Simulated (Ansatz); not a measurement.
Compare A (`CC([SiH3])C=N`) with its isomer B (`C/C=C/[SiH2]N`).

Isolated molecules relaxed with PBE0-D4/def2-TZVP in Ansatz; ΔE leaves out vibrations. CCSD(T)/CBS adds triple-zeta CCSD(T) − MP2 to the extrapolated MP2 energy (def2 sets, frozen cores). Functionals use def2-TZVPP. B3LYP here is the variant with VWN-RPA as its local correlation; programs differ in this. Each species was taken in one conformer, which may not be the lowest.

(1) Which isomer does CCSD(T)/CBS put lower? Give the gap. (Best estimate.)

(2) Give E(B) − E(A) in kcal/mol with PBE-D4, ωB97M-V, r2SCAN-D4, PBE0-D4, B3LYP-D4, B2PLYP, HF/def2-TZVPP. (Best estimate.)

Largest T1 diagnostic: 0.012.

## Answers

(1) Computed: B, by 25.9 kcal/mol.

(2) Computed: PBE-D4 -22.7, ωB97M-V -25.3, r2SCAN-D4 -25.0, PBE0-D4 -24.3, B3LYP-D4 -25.2, B2PLYP -26.0, HF/def2-TZVPP -27.8. None reverses the order clearly.

In def2-TZVPP, CCSD(T) changes the Hartree–Fock value by +3.7 kcal/mol (the triples alone add +0.8 kcal/mol) and MP2 by +2.3 kcal/mol. The D4 term adds +1.0 kcal/mol with B3LYP and +0.6 kcal/mol with PBE0; it sums over pairs of atoms, weighted by their polarisabilities, and B3LYP, whose exchange is more repulsive, gets the larger term.
